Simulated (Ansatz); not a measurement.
LiAg12, relaxed as a doublet with UKS PBE-D4/def2-SVP in Ansatz, starting from packed atoms. Force threshold 0.03 eV/Å.

In the def2 sets Ag takes a core potential; there is no spin–orbit coupling. The relaxation made no stability test and no search for a lower SCF solution. No other spin state of charge 0 was run. The structure comes from a short search, and lower isomers may exist.

Start:

Cartesian coordinates in Å:
```
Li 3.498 -0.462 -0.607
Ag -1.773 2.688 1.552
Ag 0.967 0.958 -0.557
Ag -0.439 -1.026 0.613
Ag 2.042 -2.530 0.288
Ag -2.904 0.553 0.136
Ag 1.143 -1.785 -2.661
Ag 0.592 0.841 2.284
Ag -1.340 -0.472 -2.116
Ag -1.944 -0.382 2.840
Ag -1.172 2.618 -1.449
Ag 1.048 0.798 -3.726
Ag 0.283 -1.800 3.404
```

(1) Estimate the energy that the relaxation releases and the steps that it takes.

(2) Does the start keep its bonding?

(3) Predict the relaxed structure.

Results:

(1) 52.2 kcal/mol, in 20 steps; 1.9 min on 2 threads of AMD EPYC 7R13 on a shared host and a share (18 GiB) of an NVIDIA H100 80GB HBM3. The force fell under the threshold at step 18, but the optimiser went on. No frequencies were taken in this run, so the end may be a saddle point.

(2) Bonds formed: Li1–Ag8, Ag2–Ag3, Ag4–Ag7, Ag5–Ag8 (atoms count from 1). Metal–metal contacts that move far: Ag5–Ag13 3.65 to 2.83 Å, Li1–Ag7 3.39 to 2.64 Å, Ag3–Ag7 3.46 to 2.81 Å, Ag11–Ag12 3.66 to 3.12 Å.

(3) 
```xyz
13

Li    3.144   -0.067   -0.474
Ag   -0.898    2.283    1.209
Ag    0.736    1.142   -0.672
Ag   -0.746   -1.452    0.392
Ag    1.921   -2.258    0.824
Ag   -2.705    0.580    0.090
Ag    1.270   -1.388   -1.775
Ag    0.977    0.253    1.907
Ag   -1.343   -0.345   -2.107
Ag   -1.738   -0.043    2.682
Ag   -1.490    2.434   -1.724
Ag    0.721    0.993   -3.379
Ag    0.151   -2.133    3.028
```
Bond lengths (bridged metal pairs left out): 32 × Ag–Ag 2.71 to 3.17 Å; 4 × Ag–Li 2.64 to 3.24 Å.
